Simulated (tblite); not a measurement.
Isomers of C4H9FS2Si. Method: GFN2-xTB as coded in tblite; computed harmonic values from a numerical Hessian at the method's own geometry, unscaled. This tight-binding method is rough: wavenumbers can miss measured ones by several per cent, in bad cases by 10 to 20. Modes of hydrogen on silicon can be 10 to 20 % off. One conformer each.

Electronic energies: GFN2-xTB at the same geometries; isomer energies are rough at this level and their order can be wrong.

```tsv
SMILES	electronic energy, lowest = 0 (kJ/mol)
F[C@@H]1C[SiH2]CSSC1	135.7
C[C@@H](F)[C@@H]1CS[SiH2]S1	0.0
C[C@@H](F)[C@H]1CS[SiH2]S1	2.7
FCC[C@@H]1CS[SiH2]S1	8.5
C[C@]1(F)C[SiH2]SCS1	99.1
```

How do GFN2-xTB zero-point energies change the relative energies?

```tsv
SMILES	ZPE (kJ/mol)	of it from modes above 1550 cm⁻¹	electronic (kJ/mol)	with ZPE, lowest = 0 (kJ/mol)	lowest mode (cm⁻¹)	rings
C[C@@H](F)[C@@H]1CS[SiH2]S1	321.2	153.9	0.0	0.0	51	1
C[C@@H](F)[C@H]1CS[SiH2]S1	321.6	153.9	2.7	3.1	53	1
FCC[C@@H]1CS[SiH2]S1	322.5	152.8	8.5	9.8	48	1
C[C@]1(F)C[SiH2]SCS1	316.3	154.3	99.1	94.2	75	1
F[C@@H]1C[SiH2]CSSC1	317.3	152.1	135.7	131.9	69	1
```

The zero-point energies span 6.2 kJ/mol, from `C[C@]1(F)C[SiH2]SCS1` to `FCC[C@@H]1CS[SiH2]S1`. The order is unchanged.

What do entropy and thermal enthalpy add at 298.15 K and 1 bar (rigid rotor, harmonic oscillator, one conformer each)?

```csv
SMILES,point group,symmetry number,S (J/(mol K)),H − H(0) (kJ/mol),ZPE + H − H(0) − TS (kJ/mol)
C[C@@H](F)[C@@H]1CS[SiH2]S1,C1,1,418.1,29.21,225.7
C[C@@H](F)[C@H]1CS[SiH2]S1,C1,1,416.1,29.08,226.6
FCC[C@@H]1CS[SiH2]S1,C1,1,419.3,28.72,226.3
C[C@]1(F)C[SiH2]SCS1,C1,1,407.5,29.08,223.8
F[C@@H]1C[SiH2]CSSC1,C1,1,407.6,28.38,224.2
```
